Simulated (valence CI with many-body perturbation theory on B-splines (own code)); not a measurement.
**Lu²²⁺: electric-dipole lines**

Computed by relativistic CI+MBPT: three valence electrons over a frozen Dirac-Fock core [Kr] 4d10, a basis of 8 s, 8 p, 9 d, 9 f, 6 g, 3 h, 2 i functions for each j, with the one-electron correlation potential Σ1 (screened to all orders), the two-electron term Σ2, the three-electron term Σ3, Breit, model QED; selected single and double excitations, second order for the rest, scaled by the run's own slope (own B-spline code, finite nucleus).

No measured levels were compared; by estimate terms of the open shell hold to a few per cent of their energy, and close levels can change places. Core correlation moves these levels by up to 44000 cm⁻¹, and in measured spectra 5 to 20 % of such shifts remained as error; rates that hang on mixing are uncertain with them.

Lines 1 to 50 of 159 in falling wavelength, among levels below 709050 cm⁻¹, chosen from the strongest by gf and those to the six lowest levels. Wavelengths and rates use the calculated energies, so an error of 2000 cm⁻¹ moves a line at 21.26 nm by 0.43 % and its rate by three times that or more. Electric multipoles are in the length gauge, E1 and E2 with the static RPA response of the core. Weak lines are less certain than strong ones. Lines between different terms over intervals too small for the method are left out, as are lines whose strength nearly cancels. Where a level lies close to another of its J and parity, the split of strength between their lines is uncertain. The highest levels of a list are the least certain.

Names give the largest LS component (configuration and term), which can be under half, so a name can repeat, a term be missing and a line seem to break the LS rules; names also repeat where a configuration has a term twice. Letters in brackets count levels of one name in rising energy.

```tsv
λ vac (nm)	Upper	Lower	A (s⁻¹)	log gf	Branch %
21.26	4f²5s ²G_9/2	4f³ ²F°_7/2 [b]	1.08e+04	-6.13	2.2
19.90	4f²5s ²F_5/2	4f³ ²G°_7/2 [b]	5.52e+04	-5.71	8.0
19.90	4f²5s ²G_7/2	4f³ ²G°_7/2 [b]	5.28e+04	-5.60	9.7
19.47	4f²5s ²H_11/2	4f³ ²G°_9/2 [b]	1.04e+04	-6.15	1.5
19.28	4f²5s ²G_7/2	4f³ ²F°_7/2 [a]	2.89e+04	-5.89	5.3
19.13	4f²5s ²G_9/2	4f³ ²G°_9/2 [b]	1.10e+05	-5.22	22.4
19.06	4f²5s ²F_7/2	4f³ ²G°_7/2 [b]	4.94e+04	-5.67	6.8
18.96	4f²5s ⁴F_9/2	4f³ ²H°_11/2 [b]	2.01e+04	-5.96	4.3
18.93	4f²5s ²F_7/2	4f³ ²G°_9/2 [b]	1.14e+05	-5.31	15.7
18.79	4f²5s ²H_9/2	4f³ ²H°_9/2 [b]	1.36e+04	-6.14	3.3
18.64	4f²5s ²F_5/2	4f³ ²F°_5/2 [a]	5.46e+04	-5.77	7.9
18.53	4f²5s ²H_11/2	4f³ ²H°_11/2 [b]	1.62e+04	-6.00	2.4
18.49	4f²5s ²F_7/2	4f³ ²F°_7/2 [a]	4.21e+04	-5.76	5.8
18.45	4f²5s ⁴F_9/2	4f³ ⁴D°_7/2	8.91e+04	-5.34	19.0
18.42	4f²5s ²D_5/2	4f³ ²D°_5/2 [c]	3.58e+04	-5.96	3.1
18.36	4f²5s ⁴F_5/2	4f³ ⁴D°_3/2	3.67e+04	-5.95	6.7
18.35	4f²5s ²G_7/2	4f³ ²H°_9/2 [b]	6.35e+04	-5.59	11.6
18.33	4f²5s ²H_9/2	4f³ ²I°_11/2	1.52e+05	-5.11	36.7
18.23	4f²5s ²G_9/2	4f³ ²H°_11/2 [b]	4.53e+04	-5.65	9.2
18.11	4f²5s ⁴F_3/2	4f³ ²P°_1/2	3.83e+04	-6.12	7.4
18.07	4f²5s ⁴F_9/2	4f³ ²I°_11/2	5.25e+04	-5.59	11.2
18.05	4f²5s ²H_9/2	4f³ ⁴G°_11/2	3.16e+04	-5.81	7.6
18.02	4f²5s ⁴F_7/2	4f³ ²D°_5/2 [b]	6.83e+04	-5.58	11.4
17.99	4f²5s ²H_11/2	4f³ ²I°_13/2	4.26e+05	-4.61	63.4
17.98	4f²5s ⁴H_9/2	4f³ ⁴G°_7/2	4.63e+04	-5.65	28.6
17.94	4f²5s ⁴H_7/2	4f³ ⁴G°_5/2	6.05e+04	-5.63	44.7
17.90	4f²5s ⁴H_11/2	4f³ ⁴G°_9/2	6.12e+04	-5.45	31.5
17.86	4f²5s ⁴F_7/2	4f³ ²D°_5/2 [a]	5.27e+04	-5.70	8.8
17.85	4f²5s ⁴F_5/2	4f³ ²D°_3/2 [a]	2.82e+04	-6.09	5.2
17.84	4f²5s ²D_3/2	4f³ ²D°_3/2 [c]	5.36e+04	-5.99	4.9
17.79	4f²5s ²D_3/2	4f³ ²F°_5/2 [a]	8.76e+04	-5.78	8.0
17.75	4f²5s ²G_9/2	4f³ ⁴D°_7/2	6.63e+04	-5.50	13.4
17.74	4f²5s ⁴H_13/2	4f³ ⁴G°_11/2	6.75e+04	-5.35	35.5
17.69	4f²5s ²H_9/2	4f³ ²G°_7/2 [a]	3.61e+04	-5.77	8.7
17.69	4f²5s ²H_11/2	4f³ ²I°_11/2	2.32e+04	-5.88	3.5
17.68	4f²5s ⁴H_9/2	4f³ ⁴F°_7/2	2.21e+04	-5.98	13.7
17.64	4f²5s ²F_5/2	4f³ ²D°_5/2 [a]	3.94e+04	-5.96	5.7
17.63	4f²5s ⁴P_5/2	4f³ ²D°_5/2 [c]	5.47e+04	-5.82	3.3
17.59	4f²5s ⁴F_7/2	4f³ ⁴G°_9/2	5.66e+04	-5.68	9.4
17.56	4f²5s ²H_11/2	4f³ ²G°_9/2 [a]	4.93e+04	-5.56	7.3
17.52	4f²5s ²D_5/2	4f³ ⁴D°_7/2	4.35e+04	-5.92	3.8
17.52	4f²5s ⁴F_7/2	4f³ ²G°_7/2 [a]	3.12e+04	-5.94	5.2
17.51	4f²5s ²I_13/2	4f³ ²H°_11/2 [b]	3.96e+04	-5.59	3.4
17.51	4f²5s ⁴F_5/2	4f³ ⁴G°_7/2	5.53e+04	-5.82	10.1
17.50	4f²5s ²I_11/2	4f³ ²H°_11/2 [b]	1.05e+05	-5.24	8.3
17.49	4f²5s ⁴P_3/2	4f³ ²F°_5/2 [a]	8.49e+04	-5.81	5.5
17.46	4f²5s ²H_9/2	4f³ ²H°_11/2 [a]	4.79e+04	-5.66	11.6
17.45	4f²5s ⁴F_9/2	4f³ ²G°_7/2 [a]	2.45e+04	-5.95	5.2
17.45	4f²5s ⁴F_3/2	4f³ ⁴G°_5/2	1.23e+05	-5.65	23.7
17.43	4f²5s ²H_11/2	4f³ ⁴G°_11/2	1.31e+04	-6.14	2.0
```

Q: How does gf follow from A for the line at 17.79 nm?

A: gf = 1.4992 × (2J+1)_upper × A / σ², with σ = 561996 cm⁻¹ and 2J+1 = 4: gf = 1.66e-06.
